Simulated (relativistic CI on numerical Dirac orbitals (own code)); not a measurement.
Computed by Dirac-Coulomb-Breit CI, KLI orbitals optimised for each configuration, model QED, unscaled Slater integrals (own radial code, finite nucleus).

The strongest absorption lines from the ground level of an ion, among the configurations computed and to levels below about 337 eV (vacuum wavelength in nm, gf): 7.7837 (0.32), 7.9346 (0.16), 8.1121 (0.36), 8.1309 (0.23), 8.2984 (0.13), 8.3179 (1.1), 8.3568 (0.86), 8.8357 (0.18).

(1) Which ion is it?
A. Pd31+
B. Mo27+
C. Mo29+
D. Mo25+

Answers

(1) B. Mo27+ has 15 electrons and the ground level 3s2 3p3 4S°_3/2; the strongest line goes to 3s2 3p2 3d 4P_5/2. The pattern of lines fixes the number of electrons, and along that sequence the line energies rise steadily with the charge (about as its square where n changes within one kind of shell, about linearly where n is kept but much faster in heavy ions where fine structure, which grows about as Z⁴, sets the gap, and irregularly where shells cross), which fixes Z. Configurations outside the model, such as inner-shell arrays, can give stronger lines. At this charge energies of transitions that change n are usually good to better than 1 %, and those within a shell (Δn = 0) to a few per cent.

LS names give the leading component of a level, which can be under half, so a name can repeat, a term be missing and a line seem to break the LS rules.
